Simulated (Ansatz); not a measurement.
Calculated with Ansatz (gas phase, PBE0-D4/def2-TZVP geometries, no zero-point term in ΔE). CCSD(T)/CBS adds triple-zeta CCSD(T) − MP2 to the extrapolated MP2 energy (def2 sets, frozen cores). DFT in def2-TZVPP. One conformer a species, not always the lowest.

`CBC[SiH2]O` → `BC(O)[SiH2]C`  (isomerisation)

```tsv
level	ΔE (kJ/mol)
PBE-D4	192.7
SCS-MP2/def2-QZVPP	220.9
```

What does CCSD(T)/CBS give? (Estimate.)

Computed: +215.0 kJ/mol. The listed levels differ from it by -22.3, 5.9 kJ/mol.

Largest T1 diagnostic among the species: 0.012.

In def2-TZVPP, CCSD(T) changes the Hartree–Fock value by −17.5 kJ/mol (the triples alone add −4.0 kJ/mol) and MP2 by −8.6 kJ/mol. From PBE to PBE0 (25 % exact exchange), in def2-TZVPP and without D4, ΔE moves by +10.4 kJ/mol. The D4 term adds −3.8 kJ/mol with B3LYP and −2.0 kJ/mol with PBE0; it sums over pairs of atoms, weighted by their polarisabilities, and B3LYP, whose exchange is more repulsive, gets the larger term.

B3LYP here is the variant with VWN-RPA as its local correlation; programs differ in this.
